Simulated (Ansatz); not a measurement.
Born–Oppenheimer molecular dynamics of GeH₇OP (10 atoms, charge 0, multiplicity 1). It starts at the highest image of a converged band. Of that band: Beside the main top the profile has a ripple of under 15 meV (maxima at images 1, 4), which may be a very shallow well or noise. Neighbouring images differ by up to 2.6 eV, so the band resolves the path poorly. A vibrational analysis at the climbing image gives one clearly imaginary mode, 1448i cm⁻¹: a first-order saddle point.

Theory: Ansatz, RKS r2SCANh-D4/def2-SVP.

* ensemble: NVE (velocity Verlet)
* time step: 0.5 fs
* steps asked: 200
* starting velocities drawn for: 100 K
* seed: 8491

First frame:

```xyz
10
Properties=species:S:1:pos:R:3
Ge 0.091 0.047 0.028
H -0.850 0.655 1.427
O 1.331 0.139 -1.268
H 2.221 -0.060 -0.957
H -1.108 0.397 -0.849
H 0.284 -1.268 0.781
P 1.716 1.912 1.484
H 2.640 0.833 1.364
H 1.938 2.416 0.172
H 0.096 1.167 1.450
```

(1) How far do the bonds stretch over the last three quarters of this one trajectory? (Pairs bonded in most of those frames.)

Results:

(1) 
```
  bond  mean (Å)  spread (Å)  shortest  longest
Ge1–H2     1.568       0.093      1.41     1.72
Ge1–O3     1.803       0.013      1.78     1.82
Ge1–H5     1.547       0.037      1.48     1.61
Ge1–H6     1.547       0.031      1.50     1.60
 O3–H4     0.965       0.012      0.94     0.99
 P7–H8     1.432       0.013      1.41     1.46
 P7–H9     1.427       0.008      1.41     1.44
P7–H10     1.474       0.127      1.26     1.64
```

Mean temperature of the second half: 2161 K. The conserved energy stayed within 0.41 meV per atom of its start (net change -0.035 meV per atom), so the integration is sound. The kinetic energy rose, since the run started high on the potential surface and went downhill. It ends in pieces (GeH4O + H3P), so much of that is their flight and rotation, not heat. A run of 0.1 ps of so small a system gives no equilibrium averages. The orbitals stay closed-shell, which can raise the energy where a bond breaks towards radicals; this wasn't checked here.

Time of the run: 5 min on 4 threads of AMD EPYC 7B13 (Zen 3) (shared host), peak memory 0.26 GiB.
